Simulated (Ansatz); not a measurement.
```xyz
9

Al   -0.075   -0.157    1.667
C    -0.719    0.032   -0.152
Ga    0.645    0.131   -1.551
H     0.163   -1.603    2.281
H     0.242    1.134    2.537
H    -1.303    0.958   -0.204
H    -1.351   -0.834   -0.375
H     1.161   -1.187   -2.235
H     1.237    1.526   -1.968
```

Charge 0, multiplicity 1.

Q: List the ωB97M-V/def2-TZVPP orbital energies in eV (the Gaussian-basis code of Ansatz). (An estimate is asked.)

A: Computed: Occupied: -10153.37, -1531.89, -1256.89, -1111.09, -1110.97, -1110.96, -280.85, -154.22, -116.52, -106.76, -106.44, -106.43, -76.20, -75.98, -75.98, -25.85, -25.70, -25.68, -25.58, -25.55, -21.42, -14.84, -14.04, -13.90, -11.08, -10.65, -10.54, -9.97. Lowest empty: -0.24, 0.85, 1.78, 2.57, 3.09, 3.26, 3.66, 3.97.
